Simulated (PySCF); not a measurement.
C₅H₁₅NSi. Atoms are numbered in the order given.

```xyz
22

C      1.7131    -1.0617     0.9993
N      1.1390    -0.0851     0.1121
C      2.0082     0.2607    -0.9811
Si    -0.5962     0.1339     0.0008
C     -1.4276    -1.2185    -1.0186
C     -1.3141     0.1129     1.7380
C     -0.9382     1.7981    -0.8037
H      1.0459    -1.2635     1.8499
H      1.9244    -2.0334     0.5032
H      2.6729    -0.7015     1.4173
H      2.2439    -0.6006    -1.6426
H      1.5614     1.0459    -1.6082
H      2.9751     0.6519    -0.6100
H     -1.2499    -2.2118    -0.5757
H     -2.5179    -1.0685    -1.0799
H     -1.0328    -1.2362    -2.0472
H     -0.8002     0.8384     2.3877
H     -1.2482    -0.8792     2.2109
H     -2.3811     0.3849     1.7009
H     -2.0172     2.0162    -0.7582
H     -0.6464     1.8226    -1.8651
H     -0.4050     2.6077    -0.2815
```
Charge 0, spin multiplicity 1.

Geometry optimised at PBE0-D3(BJ)/def2-SVP. The isomer is the one that the SMILES or the coordinates give; other isomers of the formula were not compared. The values are those of a single conformer.

Computed with CAM-B3LYP/def2-SVP run with PySCF.

ESP charges are fitted to the potential on shells at 1.4 to 2.0 van der Waals radii. Atomic charges (e):

| atom | Löwdin | meta-Löwdin | ESP fit |
|---|---|---|---|
| C1 | 0.01 | -0.17 | -0.29 |
| N2 | -0.25 | -0.44 | [?] |
| C3 | 0.01 | -0.17 | -0.34 |
| Si4 | 0.64 | 1.02 | [?] |
| C5 | -0.26 | -0.56 | -0.60 |
| C6 | -0.26 | -0.55 | -0.72 |
| C7 | -0.26 | -0.55 | -0.72 |
| H8 | 0.02 | 0.09 | [?] |
| H9 | 0.00 | 0.07 | [?] |
| H10 | 0.01 | 0.08 | [?] |
| H11 | 0.00 | 0.07 | [?] |
| H12 | 0.02 | 0.09 | [?] |
| H13 | 0.01 | 0.08 | [?] |
| H14 | 0.03 | 0.10 | 0.12 |
| H15 | 0.03 | 0.10 | 0.12 |
| H16 | 0.03 | 0.10 | 0.12 |
| H17 | 0.04 | 0.11 | 0.15 |
| H18 | 0.03 | 0.10 | 0.16 |
| H19 | 0.03 | 0.11 | 0.16 |
| H20 | 0.04 | 0.11 | 0.16 |
| H21 | 0.03 | 0.10 | 0.16 |
| H22 | 0.04 | 0.11 | 0.15 |

Question: What belongs in the gaps? (An estimate is asked for; the answer gives what the named calculation found.)

Answer: 
- N2, ESP fit: -0.28
- Si4, ESP fit: 0.99
- H8, ESP fit: 0.10
- H9, ESP fit: 0.10
- H10, ESP fit: 0.11
- H11, ESP fit: 0.11
- H12, ESP fit: 0.11
- H13, ESP fit: 0.12

Question: Give the Mayer and Wiberg (Löwdin basis) orders of the bonds. (An estimate is asked for; the answer gives what the named calculation found.)

Answer: 
| bond | Mayer | Wiberg |
|---|---|---|
| C1–N2 | 1.02 | 1.12 |
| N2–C3 | 1.02 | 1.12 |
| N2–Si4 | 1.07 | 1.09 |
| Si4–C5 | 1.00 | 0.98 |
| Si4–C6 | 1.01 | 0.99 |
| Si4–C7 | 1.01 | 0.99 |
| C1–H8 | 0.97 | 0.96 |
| C1–H9 | 0.96 | 0.96 |
| C1–H10 | 0.97 | 0.96 |
| C3–H11 | 0.96 | 0.96 |
| C3–H12 | 0.97 | 0.96 |
| C3–H13 | 0.97 | 0.96 |
| C5–H14 | 0.95 | 0.97 |
| C5–H15 | 0.95 | 0.97 |
| C5–H16 | 0.95 | 0.97 |
| C6–H17 | 0.96 | 0.97 |
| C6–H18 | 0.96 | 0.97 |
| C6–H19 | 0.95 | 0.96 |
| C7–H20 | 0.95 | 0.96 |
| C7–H21 | 0.96 | 0.97 |
| C7–H22 | 0.96 | 0.97 |
